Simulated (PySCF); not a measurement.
Structure from NMR data

The spectra below were simulated for a compound C₅H₇FSi.

1H NMR (500 MHz, computed): δ 7.03 (m, 1H), 6.37 (m, 1H), 5.60 (m, 1H), 4.73 (m, 1H), 0.47 (d, 3H).

13C{1H} NMR (computed): δ 191.1 (C), 153.7 (CH), 129.3 (CH), 124.8 (CH), -7.0 (CH3).

[PySCF: shielding tensors at PBE0/pcSseg-1 (GIAO); structure optimised with GFN2-xTB; isolated molecule; one computed conformer; relativity neglected; equivalent nuclei averaged]

Shifts are taken against calculated references (same method and geometry level): 1H and 13C vs TMS.

Problem. What is the structure?

Solution. 
1. Rings plus π bonds: 3 (1 ring in the answer).
2. 5 carbon signals for 5 carbons: no two carbons are equivalent.
3. Carbon types of the structure: 1 × C, 3 × CH, 1 × CH3, leaving 1 H on heteroatoms.
4. δC 191.1: fully substituted alkene carbon.
5. δC 153.7, 129.3, 124.8: alkene CH; an sp2 carbon of a C=C bond.
6. δC -7.0: methyl carbon bonded to Si; an electropositive neighbour leaves it electron-rich and shielded.
7. δH 7.03, 6.37, 5.60: hydrogen on an alkene CH; a vinylic proton, deshielded by the sp2 carbon and the C=C anisotropy.
8. δH 4.73: hydrogen on a silicon bonded to 3 C, in a 5-membered ring.
9. δH 0.47: hydrogen on a methyl carbon bonded to Si; an electropositive neighbour shields it, as in TMS itself.

These data were computed for SMILES C[Si@H]1C=CC=C1F.

The data come from this structure; uniqueness wasn't tested.

Splittings by 19F in the carbon and heteronuclear signals aren't shown, as no couplings were computed. Shifts are as computed. Against solution values, carbons near 30 ppm lie about +3 ppm off and those near 130 ppm about +5 ppm. Of 1211 compounds with measured shifts, 218 miss one by over three times the rms of a fit or turn the order of signals round; such compounds aren't used in these exercises. Multiplicities follow the n + 1 count of equivalent neighbours, as no J values were calculated; m marks all less simple cases, F and P coupling included.
